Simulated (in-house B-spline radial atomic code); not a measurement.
Ca. Computed with a B-spline radial atomic code. Model: non-relativistic spherical atom: semilocal Troullier-Martins pseudo-atom, one channel per l, against all electrons, high spin, G0W0 and RPA with empty states to l = 8, local potential for every l without a channel, a model core (radius 0 = none) keeps its share of the functional.

What the tables leave out is listed at the end.

The pseudopotential gives back the lowest level of each angular momentum of its own functional in the configuration it was made in; a second state of the same l is only approximately right. Exact exchange, RPA and GW see the smooth pseudo-orbitals and miss the exchange with the core, for which the functional's share stands in. The column with an uncorrelated core keeps all orbitals and exact exchange, and so separates missing core correlation from pseudisation. Only the three outermost levels and the lowest empty one were computed. RPA here is direct RPA, with no exchange kernel, and its energies carry an (l + 1/2)⁻⁴ tail. A hybrid on a potential with a model core restores only its own semilocal share of the core's exchange.

Command:
```bash
python run_psgw.py task.json out
```
Settings (lengths in bohr, energies in hartree):
```
Z                      20
electrons              20
configuration          [Ar] 4s2
generated_in           [Ar] 4s2
functional             pbe,pbe
core_shells            3
radius_factor          0.8
core_correction        False
ion_configuration      [Ar] 4s1
```

Time taken, with all properties: 58 s on 1 thread of Arm Neoverse N1, with other jobs on the host.

Given: made with PBE; model core radius 0 bohr; local radius 0.973 bohr; mean-field start PBE.

Valence shells of the generating configuration: 3s, 3p, 4s.

Channel: s 0.806, p 0.839, d 1.92 (radii in bohr).

Computed: largest level miss in the spin-unpolarised generating configuration 0.04 eV; valence RPA correlation energy pseudo -0.60064 hartree; all-electron RPA polarisability, core included 110.65 bohr³; ionisation by mean-field all-electron 6.0694 eV; ionisation by mean-field pseudo minus all 0.056 eV; ionisation by RPA all-electron 6.4939 eV; ionisation by RPA pseudo minus all 0.054 eV.

| level | occupied | mean-field all-electron (eV) | mean-field pseudo minus all (eV) | G0W0 all-electron (eV) | G0W0 uncorrelated core minus all (eV) | G0W0 pseudo minus all (eV) | exchange self-energy all-electron (eV) | exchange self-energy pseudo (eV) |
| --- | --- | --- | --- | --- | --- | --- | --- | --- |
| 4s | 1 | -3.7533 | -0.04 | -6.0971 | 0.008 | -0.063 | -7.1882 | -6.9346 |

Task: What is the valence RPA correlation energy all-electron orbitals?

Result: -0.55629 hartree.

Task: What is the pseudo-atom RPA polarisability?

Result: 108.53 bohr³.

Given: mean-field start PBE0.

Computed: valence RPA correlation energy pseudo -0.55153 hartree; all-electron RPA polarisability, core included 95.336 bohr³; pseudo-atom RPA polarisability 93.582 bohr³; ionisation by mean-field pseudo minus all 0.053 eV; ionisation by RPA all-electron 6.3208 eV; ionisation by RPA pseudo minus all 0.053 eV.

| level | occupied | mean-field all-electron (eV) | mean-field pseudo minus all (eV) | G0W0 all-electron (eV) | G0W0 uncorrelated core minus all (eV) | G0W0 pseudo minus all (eV) | exchange self-energy all-electron (eV) | exchange self-energy pseudo (eV) |
| --- | --- | --- | --- | --- | --- | --- | --- | --- |
| 4s | 1 | -4.3174 | -0.043 | -6.2082 | 0.009 | -0.063 | -7.0913 | -6.8591 |
| 4p (empty) | 0 | -0.98514 | -0.007 | -0.14619 | 0.005 | -0.008 | -1.4317 | -1.312 |

Task: What is the valence RPA correlation energy all-electron orbitals?

Result: -0.51111 hartree.

Task: What is the ionisation by mean-field all-electron?

Result: 5.9937 eV.

Given: mean-field start Hartree-Fock.

Computed: valence RPA correlation energy all-electron orbitals -0.4191 hartree; pseudo-atom RPA polarisability 76.069 bohr³; ionisation by mean-field all-electron 5.1166 eV; ionisation by mean-field pseudo minus all 0.046 eV; ionisation by RPA all-electron 5.9672 eV; ionisation by RPA pseudo minus all 0.053 eV.

| level | occupied | mean-field all-electron (eV) | mean-field pseudo minus all (eV) | G0W0 all-electron (eV) | G0W0 uncorrelated core minus all (eV) | G0W0 pseudo minus all (eV) | exchange self-energy all-electron (eV) | exchange self-energy pseudo (eV) |
| --- | --- | --- | --- | --- | --- | --- | --- | --- |
| 4s | 1 | -5.3206 | -0.048 | -6.1784 | 0.008 | -0.055 | -6.7117 | -6.5263 |
| 3p | 1 | -36.482 | -0.099 | -35.951 | 0.128 | -0.062 | -31.294 | -28.049 |

Task: What is the all-electron RPA polarisability, core included?

Result: 77.376 bohr³.

Task: What is the valence RPA correlation energy pseudo?

Result: -0.45054 hartree.

Among the listed levels the largest G0W0 shift of the pseudo-atom is -0.06 eV, for 4s on the PBE0 start, while leaving the core uncorrelated moves that level by +0.01 eV. The rest, -0.07 eV, comes from pseudisation and the lost core exchange. Not in the tables (levels of low weight, unsolved or above zero; the highest and the empty levels are kept at any weight): on PBE the G0W0 levels 3p (pseudo minus all -0.05 eV, weights 0.08 and 0.08), 3s (pseudo minus all +4.55 eV, weights 0.27 and 0.02), 3d (pseudo minus all +0.02 eV, weights 0.37 and 0.37); on PBE0 the G0W0 levels 3p (pseudo minus all -0.09 eV, weights 0.50 and 0.52), 3s (pseudo minus all +0.18 eV, weights 0.39 and 0.48); on Hartree-Fock the G0W0 levels 3s (pseudo minus all +0.20 eV, weights 0.66 and 0.59).
